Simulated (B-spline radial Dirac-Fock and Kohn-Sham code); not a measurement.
## Core-level shifts of erbium with charge state

Calculated with a radial atomic solver, using Dirac-Fock (average of configuration) total-energy differences with a finite nucleus, the Breit interaction including its frequency dependence, and self-energy and vacuum-polarisation corrections. Each ion is free and in its tabulated ground configuration. No correlation.

Reference: Er³⁷⁺, [Ar] 3d10 4s2 4p1, with K 59133.1 eV, L1 11378.8 eV, L2 10890.3 eV, M2 3550.7 eV, M3 3349.2 eV, Kα1 (K-L3) 49152.5 eV, Kβ1 (K-M3) 55783.9 eV. Shifts from it, in eV (a dash: the subshell is empty, belongs to an open shell averaged over j, or its hole state is left out as unreliable):

```tsv
ion	configuration	K	L1	L2	M2	M3	Kα1	Kβ1
Er³⁸⁺	[Ar] 3d10 4s2	+78.1	+71.5	+72.4	+63.7	+63.1	+6.34	+15.01
Er³⁹⁺	[Ar] 3d10 4s1	+155.3	+142.0	+145.7	+129.0	+127.8	+10.68	+27.46
Er⁴⁰⁺	[Ar] 3d10	+235.7	+215.0	+219.8	+194.9	+193.1	+17.53	+42.64
Er⁴¹⁺	[Ar] 3d9	+380.0	+354.7	+361.1	+301.8	+297.1	+21.52	+82.85
Er⁴²⁺	[Ar] 3d8	+526.6	+496.4	+504.5	+409.9	+402.4	+25.79	+124.20
Er⁴³⁺	[Ar] 3d7	+675.7	+640.2	+650.1	+519.3	+509.0	+30.35	+166.71
Er⁴⁴⁺	[Ar] 3d6	+827.1	+786.0	+797.9	+630.0	+616.8	+35.21	+210.37
Er⁴⁵⁺	[Ar] 3d5	+981.0	+933.9	+947.8	+742.0	+725.8	+40.37	+255.18
Er⁴⁶⁺	[Ar] 3d4	?	?	?	?	?	?	?
```

Question: Give the missing shifts for Er⁴⁶⁺.

Answer: K +1137.3, L1 +1083.8, L2 +1099.9, M2 +855.3, M3 +836.1, Kα1 +45.84, Kβ1 +301.15 (eV).

Over this range K (1s) moves by +1137.3 eV and Kα1 by +45.8 eV: a line is a difference of two levels that shift in the same direction.
